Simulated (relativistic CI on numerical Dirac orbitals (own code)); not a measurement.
# Hyperfine structure of In XXIII, mass number 115

Computed by Dirac-Coulomb-Breit CI, KLI orbitals optimised for each configuration, QED by a radiative potential, unscaled Slater integrals (own radial code, finite nucleus).

Configurations in the expansion (outside the closed core [Ne]): 3s²3p⁶3d⁹, 3s²3p⁵3d¹⁰, 3s3p⁶3d¹⁰, 3s²3p⁶3d⁸4s, 3s²3p⁶3d⁸4p, 3s²3p⁶3d⁸4d, 3s²3p⁶3d⁸4f, 3s²3p⁴3d¹⁰4s, 3s²3p⁵3d⁹4s, 3s²3p⁶3d⁷4s², 3s²3p⁴3d¹⁰4p, 3s²3p⁶3d⁷4s4p, 3s²3p⁵3d⁹4p, 3s²3p⁶3d⁸5s, 3s²3p⁶3d⁷4p², 3s²3p⁴3d¹⁰4d. Levels of other configurations are missing.

Nuclear spin I = 9/2, μ = 5.5326 μN, Q = 0.772 b (tables of Stone and Pyykkö). The electronic factors are computed for point nuclear moments, without core polarisation or the Bohr-Weisskopf and QED corrections.

```csv
Level,E (10³ cm⁻¹),A (GHz),B (GHz)
3s²3p⁶3d⁹ ²D5/2,0.0,9.434,-11.9
3s²3p⁶3d⁹ ²D3/2,64.6,23.01,-8.89
3s²3p⁵3d¹⁰ ²P°3/2,1757.3,47.21,-56.7
3s²3p⁵3d¹⁰ ²P°1/2,2079.6,298.5,
3s3p⁶3d¹⁰ ²S1/2,3067.4,990.6,
3s²3p⁶3d⁸4s ⁴F9/2,3508.1,41.38,-6.91
3s²3p⁶3d⁸4s ²F7/2,3521.5,-19.97,-6.1
3s²3p⁶3d⁸4s ⁴F7/2,3573.4,51.69,-4.92
```

Levels with J = 0, under 50 % of one LS term, or S terms without an open s electron are left out. Small factors come from cancelling terms and can be off by tens of per cent or more.

At this charge energies of transitions that change n are usually good to better than 1 %, and those within a shell (Δn = 0) to a few per cent.

(1) Give the hyperfine levels of 3s²3p⁶3d⁹ ²D5/2 relative to its centre of gravity.

Answers

(1) With K = F(F + 1) − I(I + 1) − J(J + 1), E = AK/2 + B[¾K(K + 1) − I(I + 1)J(J + 1)]/[2I(2I − 1)J(2J − 1)]: F = 2: -135.2, F = 3: -103.3, F = 4: -62.2, F = 5: -13.05, F = 6: 42.67, F = 7: 103.2 GHz.

LS names give the leading component of a level, which can be under half, so a name can repeat, a term be missing and a line seem to break the LS rules.
